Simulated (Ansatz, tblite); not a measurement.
Forces on C₃₁H₁₉F₃OSe₄ (relaxed from a model of COc1ccc(-c2ccc(-c3ccc(-c4ccc(-c5ccc(-c6ccc(C(F)=C(F)F)cc6)[se]5)[se]4)[se]3)[se]2)cc1, whose bonding it doesn't keep) at its PBE-D4/def2-SVP geometry. Charge 0, multiplicity 1.

The xTB rows come from tblite. Single mean-field runs in def2-SVP are fitted with def2-universal-jkfit. A triplet lies near this restricted singlet, and broken spin symmetry wasn't tried. The order of the spin states hangs on the level: the triplet lies 0.42 eV below the singlet at PBE0-D4/def2-SVP, but 0.19 eV above it at GFN1-xTB.

GFN1-xTB (tblite), largest force 1.26 eV/Å:

```xyz
58
positions Å, forces eV/Å
C    -5.683    2.670  -12.161   -0.338   -0.115   -0.286
O    -4.538    3.272  -11.584   -0.246   -0.277    0.162
C    -4.173    2.902  -10.330    0.286   -0.121    0.646
C    -3.024    3.536   -9.804   -0.120   -0.170    0.062
C    -2.567    3.224   -8.528   -0.095   -0.087   -0.045
C    -3.235    2.269   -7.714    0.035    0.226   -0.249
C    -2.746    1.959   -6.376    0.290   -0.045    0.547
C    -1.823    2.669   -5.607   -0.305   -0.177   -0.297
C    -1.522    2.128   -4.337   -0.168   -0.336    0.209
C    -2.188    0.946   -3.998   -0.048    0.121   -0.305
C    -2.098    0.180   -2.795    0.033   -0.078    0.214
C    -2.799   -1.000   -2.476    0.092    0.259   -0.010
C    -2.593   -1.519   -1.195    0.228    0.248    0.203
C    -1.678   -0.845   -0.344   -0.105   -0.095   -0.029
C    -1.399   -1.198    0.961    0.439    0.782   -0.882
C     1.325    0.154    1.182    0.131    0.107    0.233
C     2.472    0.641    1.841   -0.110   -0.043   -0.094
C     2.682    0.872    3.170   -0.093   -0.574    0.237
C     2.779    0.457    4.437   -0.172   -0.222   -0.158
C     2.613    1.182    5.663    0.078   -0.201   -0.089
C     2.775    0.477    6.845    0.216   -0.189   -0.173
C     3.181   -0.880    6.736   -0.058    0.306    0.041
C     3.607   -1.735    7.826   -0.049    0.121    0.014
C     3.551   -1.295    9.177    0.083   -0.176    0.170
C     3.964   -2.112   10.226   -0.022   -0.006   -0.279
C     4.464   -3.417    9.985   -0.165    0.341   -0.251
C     4.881   -4.217   11.129    0.407   -0.989   -0.124
F     4.740   -3.639   12.345    0.030   -0.155   -0.426
C     5.403   -5.473   11.149   -0.462    1.120    0.038
F     5.748   -6.097   12.260   -0.020    0.017   -0.156
F     5.624   -6.211   10.072   -0.041    0.131    0.189
C     4.525   -3.868    8.639   -0.074    0.186    0.131
C     4.101   -3.049    7.599    0.008   -0.006    0.058
Se    3.192   -1.434    4.943   -0.039    0.787    0.144
Se   -0.128   -0.642    2.096   -0.143    0.016   -0.594
Se   -0.981    0.704   -1.367   -0.499   -0.710    0.102
Se   -3.323    0.424   -5.433    0.314    0.422    0.106
C    -4.382    1.647   -8.259    0.015    0.057   -0.023
C    -4.851    1.947   -9.543    0.235    0.174    0.087
H    -5.797    3.116  -13.167    0.051   -0.180    0.410
H    -5.564    1.569  -12.266   -0.006    0.509    0.052
H    -6.602    2.876  -11.568    0.443   -0.056   -0.251
H    -2.502    4.271  -10.433   -0.237   -0.355    0.345
H    -1.658    3.716   -8.155   -0.436   -0.218   -0.164
H    -1.373    3.607   -5.962   -0.173   -0.466    0.242
H    -0.815    2.604   -3.641   -0.359   -0.207   -0.401
H    -3.500   -1.458   -3.190    0.363    0.222    0.371
H    -3.113   -2.409   -0.815    0.222    0.394   -0.304
H     1.275    0.206    0.083    0.126    0.043    0.662
H     3.254    1.035    1.159   -0.386   -0.186    0.387
H     2.377    2.255    5.626    0.052   -0.563    0.088
H     2.676    0.968    7.824    0.033   -0.203   -0.508
H     3.172   -0.291    9.413    0.179   -0.476   -0.111
H     3.905   -1.744   11.259    0.024   -0.161   -0.475
H     4.903   -4.871    8.407   -0.168    0.448    0.123
H     4.156   -3.431    6.568   -0.037    0.224    0.497
H    -4.941    0.915   -7.654    0.324    0.349   -0.283
H    -5.749    1.438   -9.917    0.436    0.234    0.196
```

GFN2-xTB (tblite), largest force 1.45 eV/Å:

```
C -0.238 -0.134 -0.106
O -0.295 -0.198 -0.055
C 0.099 -0.229 0.573
C -0.050 -0.204 0.231
C -0.121 -0.076 -0.099
C -0.064 0.225 -0.427
C 0.274 0.264 0.156
C -0.154 -0.139 -0.089
C -0.163 -0.176 -0.005
C 0.194 0.198 0.013
C -0.203 -0.146 -0.035
C 0.129 0.144 0.265
C 0.082 0.176 0.058
C -0.113 -0.471 0.303
C -0.250 0.169 -0.948
C 0.433 0.213 0.437
C 0.044 0.125 0.201
C -0.196 -0.790 0.026
C -0.356 0.596 -0.530
C 0.084 -0.127 0.109
C 0.129 0.099 -0.269
C 0.025 0.315 0.329
C 0.020 -0.103 0.230
C 0.081 -0.177 0.139
C -0.024 -0.002 -0.349
C -0.207 0.407 -0.417
C 0.314 -0.790 -0.288
F 0.008 -0.043 -0.115
C -0.566 1.334 -0.127
F 0.094 -0.212 0.087
F 0.067 -0.152 0.050
C -0.088 0.201 0.048
C 0.021 0.014 0.271
Se 0.087 0.038 0.110
Se 0.258 0.259 -0.372
Se -0.197 -0.071 -0.318
Se 0.121 0.192 0.059
C 0.086 0.199 -0.193
C 0.332 0.149 0.294
H 0.117 -0.184 0.516
H -0.002 0.558 0.055
H 0.486 -0.056 -0.275
H -0.331 -0.465 0.415
H -0.567 -0.300 -0.222
H -0.270 -0.624 0.282
H -0.419 -0.289 -0.394
H 0.421 0.300 0.359
H 0.338 0.554 -0.313
H -0.022 -0.025 0.616
H -0.461 -0.226 0.447
H 0.095 -0.714 0.047
H 0.040 -0.299 -0.672
H 0.235 -0.632 -0.137
H 0.024 -0.193 -0.611
H -0.236 0.619 0.130
H -0.053 0.253 0.521
H 0.356 0.351 -0.255
H 0.553 0.298 0.246
```

r2SCAN-D4/def2-SVP (Ansatz), largest force 0.48 eV/Å:

```
C -0.136 -0.072 -0.071
O -0.062 -0.148 0.203
C 0.017 -0.010 0.038
C -0.034 -0.024 -0.012
C -0.009 0.001 -0.025
C -0.049 0.030 -0.120
C 0.086 0.026 0.119
C -0.063 -0.031 -0.063
C -0.040 -0.081 0.038
C 0.032 0.095 -0.063
C -0.013 -0.059 0.088
C 0.035 0.037 -0.004
C 0.024 0.059 0.036
C 0.009 -0.031 -0.019
C -0.002 0.050 -0.033
C 0.148 0.067 0.062
C -0.079 -0.067 -0.139
C -0.058 0.006 0.127
C -0.031 0.045 -0.093
C 0.031 -0.046 -0.023
C 0.008 -0.022 0.008
C -0.029 0.084 -0.111
C 0.054 -0.072 0.113
C -0.001 0.001 0.012
C 0.005 -0.014 0.007
C -0.048 0.104 -0.057
C 0.126 -0.287 0.053
F 0.043 -0.161 -0.298
C -0.037 0.096 0.066
F -0.122 0.213 -0.415
F -0.070 0.246 0.392
C 0.002 -0.005 0.011
C 0.002 -0.008 0.000
Se -0.022 0.181 0.212
Se 0.000 0.009 -0.282
Se -0.163 -0.157 -0.114
Se 0.166 0.197 0.048
C 0.007 0.007 0.003
C 0.014 0.037 -0.041
H 0.050 -0.103 0.264
H 0.008 0.272 0.042
H 0.248 -0.028 -0.121
H -0.110 -0.157 0.133
H -0.190 -0.105 -0.084
H -0.096 -0.197 0.080
H -0.147 -0.098 -0.146
H 0.136 0.090 0.141
H 0.107 0.185 -0.074
H 0.026 -0.001 0.241
H -0.152 -0.076 0.147
H 0.050 -0.232 0.006
H 0.023 -0.100 -0.227
H 0.086 -0.229 -0.044
H 0.010 -0.074 -0.226
H -0.086 0.219 0.036
H -0.010 0.074 0.233
H 0.118 0.156 -0.135
H 0.188 0.107 0.079
```
